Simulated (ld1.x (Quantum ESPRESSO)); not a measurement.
**Sm, TM: configuration errors across variants**

ld1.x (Quantum ESPRESSO) 7.5 input, shortened:

```
&input
   title='Sm', zed=62., rel=1, dft='PBESOL', iswitch=3,
   config='[Xe] 4f5 5d1 6s0 6p0'
 /
 &inputp
   pseudotype=2, tm=.true., lloc=-1, rcloc=3.05,
   nlcc=.false.
 /
3
5S  1  0   2.00   0.00  1.55  1.55  0.0
5P  2  1   6.00   0.00  1.95  1.95  0.0
5D  3  2   1.00   0.00  3.25  3.25  0.0
 &test
   configts(1)='5s2 5p6 5d1 6s0 6p0'
 /
```

All-electron excitation energies from the reference (eV): (1) 5s2 5p6 5d1 6s2 6p0 -18.202; (2) 5s2 5p6 5d1 6s1 6p0 -11.718; (3) 5s2 5p6 5d0 6s0 6p0 19.662; (4) 5s2 5p6 5d1 6s1 6p1 -15.445; (5) 5s1 5p6 5d1 6s2 6p0 33.990; (6) 5s2 5p6 5d2 6s0 6p0 -10.985; (7) 5s2 5p6 5d0 6s2 6p1 -16.151.

Errors AE − PS in meV (a dash: test not solved or not reliable):

```csv
change,(1),(2),(3),(4),(5),(6),(7),bound ghosts
base,+878,+628,-21,+471,+2365,-11,+1216,none
wave 5s (bound): rc 1.55 bohr becomes 5s (bound): rc 0.98 bohr,+823,+600,-21,+451,+2411,-11,+1142,none
wave 5s (bound): rc 1.55 bohr becomes 5s (bound): rc 1.12 bohr,+847,+609,-21,+459,+2188,-11,+1156,none
wave 5s (bound): rc 1.55 bohr becomes 5s (bound): rc 1.28 bohr,+876,+630,-21,+470,+2478,-10,+1232,none
wave 5s (bound): rc 1.55 bohr becomes 5s (bound): rc 1.44 bohr,+876,+629,-21,+470,+2469,-10,+1230,none
wave 5s (bound): rc 1.55 bohr becomes 5s (bound): rc 1.56 bohr,+878,+628,-21,+471,+2365,-11,+1216,none
wave 5s (bound): rc 1.55 bohr becomes 5s (bound): rc 1.72 bohr,+878,+623,-21,+471,+2188,-11,+1186,none
wave 5s (bound): rc 1.55 bohr becomes 5s (bound): rc 1.86 bohr,+889,+625,-21,+476,+2090,-11,+1179,none
wave 5s (bound): rc 1.55 bohr becomes 5s (bound): rc 2.02 bohr,+914,+638,-22,+490,+2036,-11,+1193,none
wave 5s (bound): rc 1.55 bohr becomes 5s (bound): rc 2.34 bohr,+1002,+689,-22,+536,+2011,-11,+1277,none
```

**Question.** Give the same row for: wave 5s (bound): rc 1.55 bohr becomes 5s (bound): rc 2.14 bohr.

**Answer.** +952, +660, -22, +510, +2013, -11, +1227; bound ghosts: none.
